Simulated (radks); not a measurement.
The nuclear charge of neutral iridium is varied continuously with 77 electrons held in [Xe] 4f14 5d7 6s2. Calculated with a radial shooting solver on a logarithmic mesh with Libxc functionals: Dirac Kohn-Sham, LDA (Slater exchange, Perdew-Wang correlation), spin-unpolarised, spherical densities, finite nucleus; open shells are shared between the two j in proportion to 2j + 1; Fermi nuclear charge, rms radius 5.4032 fm. By the Hellmann-Feynman theorem dE/dZ = E(electron-nucleus)/Z, the electronic potential at the nucleus (averaged over a nucleus of fixed radius).

Z	E (hartree)	E(electron-nucleus)/Z (hartree)	HOMO	e(HOMO) (eV)	<r> HOMO (bohr)
76.75	-17699.4327	-578.608	5d5/2	-4.417	1.815
77	-17844.4590	-581.602	6s1/2	-6.586	2.884
77.25	-17990.2342	-584.600	6s1/2	-8.617	2.788
77.5	-18136.7591	-587.601	6s1/2	-10.767	2.702
77.75	-18284.0349	-590.606	6s1/2	-13.028	2.625
78	-18432.0627	-593.617	6s1/2	-15.396	2.554

The central difference of E at Z = 77 is -581.603 hartree, to compare with the third column; the second derivative is -12 hartree.
